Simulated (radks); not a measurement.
Radial electron density D(r) = 4 pi r^2 rho(r) of an atom or ion with 9 electrons. Calculated with a radial shooting solver on a logarithmic mesh with Libxc functionals: non-relativistic Kohn-Sham, BLYP, spin-unpolarised, spherical densities, point nucleus.

| r (bohr) | D(r) (e/bohr) |
|---|---|
| 0.004819 | 0.4516 |
| 0.005348 | 0.5479 |
| 0.005886 | 0.6539 |
| 0.006531 | 0.7906 |
| 0.00719 | 0.9404 |
| 0.007978 | 1.133 |
| 0.008781 | 1.342 |
| 0.009666 | 1.586 |
| 0.01073 | 1.895 |
| 0.01181 | 2.228 |
| 0.0131 | 2.646 |
| 0.01442 | 3.089 |
| 0.016 | 3.639 |
| 0.01761 | 4.215 |
| 0.01954 | 4.917 |
| 0.02151 | 5.639 |
| 0.02368 | 6.431 |
| 0.02628 | 7.366 |
| 0.02892 | 8.290 |
| 0.03209 | 9.345 |
| 0.03533 | 10.35 |
| 0.0392 | 11.45 |
| 0.04315 | 12.43 |
| 0.04788 | 13.44 |
| 0.0527 | 14.26 |
| 0.05801 | 14.94 |
| 0.06437 | 15.47 |
| 0.07085 | 15.74 |
| 0.07862 | 15.74 |
| 0.08654 | 15.47 |
| 0.09603 | 14.90 |
| 0.1057 | 14.14 |
| 0.1173 | 13.13 |
| 0.1291 | 12.12 |
| 0.1421 | 11.13 |
| 0.1577 | 10.19 |
| 0.1736 | 9.555 |
| 0.1926 | 9.202 |
| 0.212 | 9.228 |
| 0.2352 | 9.626 |
| 0.259 | 10.27 |
| 0.2873 | 11.14 |
| 0.3163 | 11.95 |
| 0.3482 | 12.61 |
| 0.3863 | 12.99 |
| 0.4252 | 12.92 |
| 0.4718 | 12.34 |
| 0.5194 | 11.34 |
| 0.5763 | 9.865 |
| 0.6344 | 8.266 |
| 0.7039 | 6.453 |
| 0.7748 | 4.856 |
| 0.8529 | 3.449 |
| 0.9464 | 2.219 |
| 1.042 | 1.377 |
| 1.156 | 0.7557 |
| 1.272 | 0.4001 |
| 1.412 | 0.1824 |
| 1.554 | 0.08012 |
| 1.724 | 0.02920 |
| 1.898 | 0.01014 |

What is the nuclear charge?

Answer. Z = 14. The innermost maximum, from 1s, lies near 1/Z = 0.0714 bohr (found: 0.0749), and its height grows with Z. The density is that of the silicon ion Si5+ in [He] 2s2 2p5; the configuration itself is not fixed sharply by these data, and Z only to about a unit. D(r) has 2 maxima, at r = 0.0749, 0.399 bohr, and minima at 0.200 bohr, inside which lie 2.21 electrons.
